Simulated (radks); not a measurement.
The numbers below are computed, except where a source is named.
All-electron atom: Yb12+ in [Kr] 4d10 4f10 5s2.

Code: a radial shooting solver on a logarithmic mesh with Libxc functionals. Model: scalar-relativistic Kohn-Sham, PBEsol, spin-polarised, spherical densities, finite nucleus; open shells are filled with parallel spins first (spin-orbit coupling, left out, can overturn this in heavy ions); Fermi nuclear charge, rms radius 5.3108 fm.

Energy parts (Ry):
total: -28016.7695
kinetic: 30530.2641
electron-nucleus: -67929.3659
Hartree: 9941.7355
exchange-correlation: -559.4032

Orbitals (lengths in bohr, moments of r in powers of bohr):
orbital,occ.,eigenvalue (Ry),<1/r>
1s up,1,-4516.433,80.59
1s down,1,-4516.433,80.59
2s up,1,-780.1659,18.79
2s down,1,-780.1601,18.79
2p up,3,-689.9350,17.26
2p down,3,-689.9310,17.26
3s up,1,-189.8164,6.941
3s down,1,-189.6425,6.946
3p up,3,-162.6041,6.463
3p down,3,-162.4304,6.467
3d up,5,-129.4009,6.121
3d down,5,-129.2676,6.126
4s up,1,-51.52215,2.957
4s down,1,-51.19177,2.955
4p up,3,-42.50486,2.708
4p down,3,-42.18276,2.705
4d up,5,-30.60773,2.420
4d down,5,-30.29249,2.416
4f up,7,-17.31453,2.011
4f down,3,-17.00228,2.002
5s up,1,-19.05479,1.304
5s down,1,-18.87967,1.296

The highest occupied level is 4f down at -231.33 eV. The electron density at the nucleus is 1.084e+06 e/bohr^3 (large components only). For comparison, the ionisation energy in NIST's Atomic Spectra Database is 279 eV (theoretical). In exact Kohn-Sham theory the highest level is minus the ionisation energy, but local and semilocal functionals leave it too shallow, through self-interaction and a potential that decays too fast; potentials with the right tail come closer. Summed over all electrons, <r^2> = 13.58 bohr^2, which gives a Langevin (diamagnetic) susceptibility term of -10.8 x 10^-6 cm^3/mol.
